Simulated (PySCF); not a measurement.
Gas-phase reaction: 2 GeHCl3 + Ge3H8 + 2 Cl2 = 5 GeH2Cl2

Computed with PySCF and rigid-rotor harmonic-oscillator thermochemistry at 1 bar. † marks an energy on the PBE0/def2-TZVP geometry and frequencies. MP2 and CCSD(T) freeze the core. All species are closed-shell singlets. Ge: all electrons, no relativistic terms. MP2 isn't extrapolated to the basis-set limit; its ΔH°(298 K) is -616.8 kJ in def2-SVP and -592.3 kJ in def2-TZVPP. CCSD(T) isn't extrapolated to the basis-set limit. The harmonic model lacks anharmonicity and excited electronic states, which grow with temperature; levels with a mode under 35 cm⁻¹ are left out. Internal rotation in Ge3H8 is treated as a harmonic vibration of one conformer, which makes the entropy rough.

| level | ΔE electronic, kJ | ΔH°(298 K), kJ | ΔS°(298 K), J/K | ΔG°(600 K), kJ |
|---|---|---|---|---|
| BLYP/def2-TZVP† | -528 | -523 | 13 | -529 |
| CCSD(T)/def2-SVP† | -589 | -585 | 13 | -591 |
| HF/def2-TZVP† | -656 | -652 | 13 | -658 |
| MP2/def2-TZVPP† | -597 | -592 | 13 | -598 |
| LDA/def2-TZVP† | -511 | -507 | 13 | -512 |
| ωB97X-V/def2-TZVP† | -575 | -570 | 13 | -576 |
ΔH° is lowest at HF/def2-TZVP† and highest at LDA/def2-TZVP†. No reference value is set beside these.
